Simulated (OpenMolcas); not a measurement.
Mo5+ (d1) among equal point charges was computed by CASSCF with the d shell active (OpenMolcas, ANO-RCC-VDZP on the metal). Its lowest spin-free states, and all those of the highest spin:

```tsv
2S+1	Degeneracy	E (cm-1)
2	2	0.0
2	2	23799
2	1	36010
```

Question: Is the site octahedral, tetrahedral or cube-like, axial, or of lower symmetry?

Answer: The states with 2S+1 = 2 have orbital degeneracies 2, 2, 1. There are pairs but no triples, so the site is axial: not cubic, but with a proper or improper axis of order three or more. The run had Mo5+ among 2 point charges of -3 e arranged as a linear pair (D∞h), 1.87 Å from the ion.

This is an electrostatic model: the charges have no orbitals. No measured value stands beside these numbers.
